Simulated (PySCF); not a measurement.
C3H6BF. Atoms are numbered in the order given.

```xyz
11

B     -0.3586     0.9001     0.9159
C      0.4474    -0.3230     0.3443
C     -0.3586    -1.2194    -0.5529
C     -0.0827    -1.4835    -1.8422
H      0.7383    -0.8861     1.2693
H      1.3968     0.0032    -0.1299
H     -1.2647    -1.6647    -0.1021
H      0.8059    -1.0607    -2.3405
H     -0.7343    -2.1339    -2.4459
F      0.2618     2.0611     1.1400
H     -1.5420     0.8478     1.2149
```

The structure is a stationary point at PBE-D3(BJ)/def2-SVP. This is a generated structure with no PubChem entry under its InChIKey; it may be hypothetical. The values are those of a single conformer.

Computed with PySCF with PBE/pcSseg-1.

GIAO shieldings, no solvent; atoms listed in one row are averaged. δ = σ(ref) − σ: ¹¹B against BF3 (σ = 83.9 ppm); ¹³C against TMS (σ = 182.0 ppm); ¹H against TMS (σ = 31.49 ppm); ¹⁹F against CFCl3 (σ = 133.6 ppm), references at their B3LYP-D3(BJ)/def2-TZVP geometries, non-relativistic.

### Question
Estimate the chemical shifts. (An estimate is asked for; the answer gives what the named calculation found.)

### Answer

| nucleus | atoms | count | δ (ppm) |
|---|---|---|---|
| ¹¹B | B1 | 1 | 44.3 |
| ¹³C | C3 | 1 | 142.7 |
| ¹³C | C4 | 1 | 125.2 |
| ¹³C | C2 | 1 | 41.8 |
| ¹H | H7 | 1 | 6.69 |
| ¹H | H11 | 1 | 6.05 |
| ¹H | H8, H9 | 2 | 5.72 |
| ¹H | H6 | 1 | 2.62 |
| ¹H | H5 | 1 | 2.45 |
| ¹⁹F | F10 | 1 | -16.4 |
